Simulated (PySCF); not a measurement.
3-fluoro-3-methylbut-1-yne (C5H7F), SMILES C(F)(C)(C#C)C.

The structure is a stationary point at TPSSh-D3(BJ)/def2-SVP.

Level of theory: B3LYP/def2-TZVP in PySCF.

The molecule is in vacuum.

The total energy is -294.64232 hartree and the point group is Cs. The highest occupied level comes out as -7.79 eV. The lowest empty level comes out as 0.11 eV. The orbital gap is 7.91 eV and the dipole moment is 1.92 D. The quadrupole, principal values (traceless, Buckingham form, about the centre of nuclear charge) is -5.98, -0.62, 6.60 D·Å and the mean static polarisability comes out as 59.0 bohr³ (8.74 Å³). The polarisability, principal values is 48.1, 53.0, 75.7 bohr³.
